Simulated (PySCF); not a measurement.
# C4H7B: full NMR table

| Item | Value |
| --- | --- |
| Formula | C4H7B |
| SMILES | B/C=C/C=C |
| Point group of the computed structure | Cs |
| Carbon signals | 4 |
| Proton signals | 6 |

Atoms are numbered as in `[BH2:1]/[CH:2]=[CH:3]/[CH:4]=[CH2:5]`. Hydrogens are named by the atom that carries them. Ha(C5) is cis to C3; Hb(C5) is trans to C3.

[PySCF 2.14: structure optimised with PBE0-D3(BJ)/def2-SVP; J couplings at B3LYP/pcJ-1 (spin–dipole term only in couplings to heteroatoms); σ from GIAO-PBE0/pcSseg-1; relativity neglected; isolated molecule; fast rotation and ring inversion assumed for equivalent nuclei; one computed conformer]

Scale: 1H, 13C vs TMS; 11B against BF3·OEt2 (reference shieldings calculated alike).

```tsv
carbon	δC, type	δH (multiplicity, J in Hz)	HMBC from (abs. J ≥ 3 Hz)	span of the C tensor (ppm)
C2	146.6, CH	7.08 (m)	H(C3), H(B1), H(C4)	240
C3	175.7, CH	7.26 (m)	H(B1), H(C4), Ha(C5), Hb(C5)	221
C4	147.8, CH	6.79 (m)	H(C3), H(C2)	221
C5	138.7, CH2	Hb(C5) 6.01 (dt, 11.1, 1.4); Ha(C5) 6.05 (dt, 18.2, 1.3)	H(C3)	224
```

Other nuclei:
```
atoms  nucleus                      environment  δ (ppm)  σ (ppm)
H(B1)       1H  hydrogen on a boron bonded to C     6.79    24.48
   B1      11B           boron bonded to C, 2 H     71.9     28.8
```

Selected couplings (Hz, signed; the shortest-range and largest first, 30 at most; isotopes 13C, 1H, 11B): 1J(C5,Hb(C5)) 171.3, 1J(C5,Ha(C5)) 167.2, 1J(C4,H(C4)) 163.1, 1J(C3,H(C3)) 162.4, 1J(C2,H(C2)) 148.0, 1J(B1,H(B1)) 134.8, 1J(C4,C5) 74.1, 1J(B1,C2) 67.7, 1J(C2,C3) 60.9, 1J(C3,C4) 55.0, 2J(B1,C3) 4.3, 2J(B1,H(C2)) 3.6, 2J(Hb(C5),Ha(C5)) 1.5, 3J(H(C4),Ha(C5)) 18.2, 3J(H(C2),H(C3)) 17.5, 3J(H(C3),H(C4)) 12.0, 3J(H(C4),Hb(C5)) 11.1, 3J(H(B1),H(C2)) 7.3, 3J(B1,H(C3)) 6.8, 3J(C2,C5) 6.6, 3J(B1,C4) 6.5, 4J(H(C3),Hb(C5)) -1.2.

- δC 175.7, 147.8, 146.6: alkene CH.
- δC 138.7: terminal =CH2 carbon; the olefinic region.
- δH 7.26, 7.08, 6.79: hydrogen on an alkene CH; attached to an sp2 carbon and in the plane of the double bond.
- δH 6.79: hydrogen on a boron bonded to C.
- δH 6.05, 6.01: hydrogen on a terminal =CH2 carbon; olefinic region.

Hydrogens on boron are broadened and split by 11B (spin 3/2, 80 %) and 10B (spin 3). A carbon bonded to boron is broadened by the quadrupolar boron nucleus and is often missing from a measured spectrum. Splittings below 1 Hz are ignored in the labels, and close J values are merged. Unscaled 3J(H,H) at this level run about 10 % above measured values. Shifts are as computed. Against solution values, carbons near 30 ppm lie about +2 ppm off and those near 130 ppm about +5 ppm. Of 1211 compounds with measured shifts, 218 miss one by over three times the rms of a fit or turn the order of signals round; such compounds aren't used in these exercises.
